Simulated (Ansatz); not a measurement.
CHN, charge +1, doublet, geometry from GFN2-xTB (a state made from the parent by changing its charge; the spin is typed, not shown lowest). Base run: Ansatz (a quantum-chemistry and plane-wave program) with BLYP/6-31G**.

Geometry (Å):
```xyz
3

C      0.0000     0.0000    -0.4831
N      0.0000     0.0000     0.6417
H      0.0000     0.0000    -1.5929
```
Charge +1, spin multiplicity 2.
Orbitals are unrestricted.
All else is at Ansatz's defaults.
Base energy -92.89854 Eh.

Variants of this job, named by their change:

```
change                                                            ΔE vs base (kcal/mol)
----------------------------------------------------------------  ---------------------
base                                                                              0.000
point_charge = charge:-1.0 position_ang:-0.4309, 0.8058, 3.539                    -91.0
nuclear_model = gaussian                                                          0.006
lower_state_search = light                                                        0.000
forces = on                                                                       0.000
point_charge = charge:0.5 position_ang:-2.7177, -0.3503, -3.5545                  40.67
fitting.mean_field = def2-universal-JKFIT                                        -0.017
fitting.mean_field = cc-pVTZ-JKFIT                                               -0.014
lower_state_search = off                                                          0.000
final_grid = 4, 8, 17                                                             0.102
final_grid = 14, 28, 59                                                           0.000
```

Ansatz warned in this series: the state or the total is in doubt.
